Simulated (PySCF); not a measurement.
Correlation energy of N²⁺ (nitrogen, charge +2)

[He] 2s1 2p1 3d1, one real determinant (an excited configuration). All numbers are calculated (PySCF 2.14, the spin-free X2C one-electron Hamiltonian (Gaussian nucleus), in x2c-TZVPPall with one added diffuse shell each of s, p, d type (6s4p3d1f, 40 functions)). Frozen: 1s2; 3 electrons correlated.

```json
{"level": "CCSD", "correlation energy (mhartree)": "-14.62"}
{"level": "(T)", "correlation energy (mhartree)": "-2.38"}
{"level": "CCSD(T)", "correlation energy (mhartree)": "-17.00"}
```

Diagnostics: T1 = 0.011, D1 = 0.0259, largest double amplitude 0.379.

Problem. Is a single reference adequate?

Solution. Not fully. The real determinant used has ⟨L²⟩ near 8 against 12 for a pure F term, so it mixes terms. The outer electron is Rydberg-like, and this basis confines it to a smaller radius and binds it less than a complete one would. A double-excitation amplitude exceeds 0.15, a sign of near-degeneracy.

The reference is one real determinant that mixes LS terms of this configuration.
